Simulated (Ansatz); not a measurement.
Z-matrix (Å, degrees):
```
C
O 1 1.413
H 1 1.095 2 111.4
H 1 1.090 2 108.0 3 -119.4
H 1 1.094 2 110.8 3 121.4
Si 2 1.626 1 124.5 3 -52.3
Br 6 2.226 2 111.0 1 -61.8
H 6 1.483 2 111.4 1 55.9
H 6 1.474 2 106.9 1 180.0
```

Total charge 0; spin multiplicity 1.

Problem. List the B3LYP/def2-TZVPP orbital energies in eV (Ansatz 0.2.0). (Best estimate.)

Solution. The calculation gave: Occupied: -13139.04, -1800.36, -1700.69, -1532.39, -1532.34, -1532.33, -520.99, -278.46, -236.48, -177.33, -177.17, -177.15, -144.74, -100.12, -100.06, -100.02, -71.62, -71.57, -71.56, -71.43, -71.43, -28.22, -21.21, -19.21, -15.08, -12.88, -12.83, -12.61, -10.35, -10.20, -9.15, -8.52, -8.28, -8.09. Lowest empty: 0.09, 0.23, 1.07, 1.57, 1.93, 2.55, 2.97, 3.08.

B3LYP here is the variant with VWN-RPA as its local correlation; programs differ in this.
